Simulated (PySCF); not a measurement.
**Unknown compound**

The spectra below were simulated for a compound C3H9NOSi2.

$^{1}$H NMR (500 MHz, computed): δ 5.30 (m, 1H), 5.25 (m, 1H), 5.12 (q, 1H), 0.55 (m, 3H), 0.51 (d, 3H).

$^{13}$C{$^{1}$H} NMR (computed): δ 127.9 (C), 2.0 (CH3), -0.6 (CH3).

All values are calculated (PySCF): σ from GIAO-PBE0/pcSseg-1, geometry from GFN2-xTB. Equivalent nuclei averaged, one conformer, no solvent model, non-relativistic Hamiltonian.

Referencing at the same level of theory: $^{1}$H (31.72 ppm), $^{13}$C (186.93 ppm) against TMS.

**Question.** Deduce the structure.

**Answer.** 
- Rings plus π bonds: 2 (no ring in the answer).
- 3 carbon signals for 3 carbons: no two carbons are equivalent.
- Carbon types of the structure: 1 × C, 2 × CH3, leaving 3 H on heteroatoms.
- δC 127.9: nitrile carbon; C≡N carbons fall here, among the sp2 signals but without a proton.
- δC 2.0, -0.6: methyl carbon bonded to Si; an electropositive neighbour leaves it electron-rich and shielded.
- δH 5.30, 5.25: hydrogen on a silicon bonded to C, O.
- δH 5.12: hydrogen on a silicon bonded to 2 C, O.
- δH 0.55, 0.51: hydrogen on a methyl carbon bonded to Si; an electropositive neighbour shields it, as in TMS itself.

These data were computed for SMILES O([SiH2]C)[Si@H](C)C#N.

This is the structure that produced the data.

Shifts are as computed. Against solution values, carbons near 30 ppm lie about +3 ppm off and those near 130 ppm about +5 ppm. Of 1211 compounds with measured shifts, 218 miss one by over three times the rms of a fit or turn the order of signals round; such compounds aren't used in these exercises. Multiplicities follow the n + 1 count of equivalent neighbours, as no J values were calculated; m marks all less simple cases, F and P coupling included.
